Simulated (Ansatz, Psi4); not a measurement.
Psi4 was given this input:
```
memory 2 GB

molecule mol {
0 1
C    -0.550747    1.208348    0.557764
C    -0.020673    0.106768   -0.356475
C     1.417966   -0.252719    0.005990
N    -0.851409   -1.078139   -0.182948
H     0.077072    2.092907    0.490693
H    -0.559445    0.854269    1.584957
H    -1.566069    1.481641    0.278042
H    -0.035839    0.480381   -1.399895
H     1.801680   -1.017713   -0.665842
H     1.450773   -0.637602    1.021550
H     2.057879    0.622864   -0.064471
H    -0.530063   -1.829027   -0.784158
H    -1.815395   -0.875126   -0.423915
}

set {
  basis sto-3g
  reference rks
  scf_type pk
  puream true
  d_convergence 1e-8
  dft_radial_points 99
  dft_spherical_points 590
}

energy('revpbe')
print_variables()
```

Give the equivalent Ansatz (an electronic-structure program) input.

This is not unique; one that fits is 
Ansatz 0.2 input:
```yaml
crystal:
  periodic: [false, false, false]
  atoms:
    - {symbol: C, position_ang: [-0.55074727, 1.20834839, 0.55776403]}
    - {symbol: C, position_ang: [-0.02067297, 0.10676757, -0.35647522]}
    - {symbol: C, position_ang: [1.41796554, -0.25271909, 0.00598998]}
    - {symbol: N, position_ang: [-0.85140918, -1.07813945, -0.18294750]}
    - {symbol: H, position_ang: [0.07707166, 2.09290734, 0.49069274]}
    - {symbol: H, position_ang: [-0.55944536, 0.85426908, 1.58495686]}
    - {symbol: H, position_ang: [-1.56606888, 1.48164062, 0.27804161]}
    - {symbol: H, position_ang: [-0.03583892, 0.48038112, -1.39989505]}
    - {symbol: H, position_ang: [1.80168043, -1.01771274, -0.66584247]}
    - {symbol: H, position_ang: [1.45077322, -0.63760163, 1.02154993]}
    - {symbol: H, position_ang: [2.05787853, 0.62286433, -0.06447093]}
    - {symbol: H, position_ang: [-0.53006274, -1.82902725, -0.78415752]}
    - {symbol: H, position_ang: [-1.81539543, -0.87512591, -0.42391542]}
basis:
  gaussian:
    orbitals: STO-3G
hamiltonian:
  xc: revpbe
accuracy: high
```

Both were run: Psi4 gave -172.283436 Eh and Ansatz -172.283435 Eh, 0.000 mEh apart.
